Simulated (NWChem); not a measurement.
# SiH$_{4}$S$_{2}$; SMILES S[SiH2]S

```xyz
7

Si     0.0000     0.0000    -0.7344
S      1.7976     0.0646     0.4329
S     -1.7976    -0.0646     0.4329
H      0.0930     1.2226    -1.5803
H     -0.0930    -1.2226    -1.5803
H      1.5348    -1.0759     1.1090
H     -1.5348     1.0759     1.1090
```
Atoms are numbered in this order, from 1.

Results from NWChem. Geometry optimised at PBE0/def2-SVP; all other runs use it. 

| quantity | level | value |
|---|---|---|
| vertical ionisation energy, ΔSCF (eV) | PBE/def2-SVP | 9.13 |
| solvation free energy (kcal/mol) in water | PBE0/def2-SVP, SMD | -1.3 |
| isotropic polarisability (bohr³), static | B3LYP/def2-SVPD | 72.3 |
| vertical, lowest excitation, singlet (eV) | B3LYP/def2-SVPD, TDA | 5.62 |
| dipole (D) | PBE0/def2-SVP | 0.21 |
| highest harmonic frequency (cm⁻¹) | PBE0/def2-SVP | 2714 |
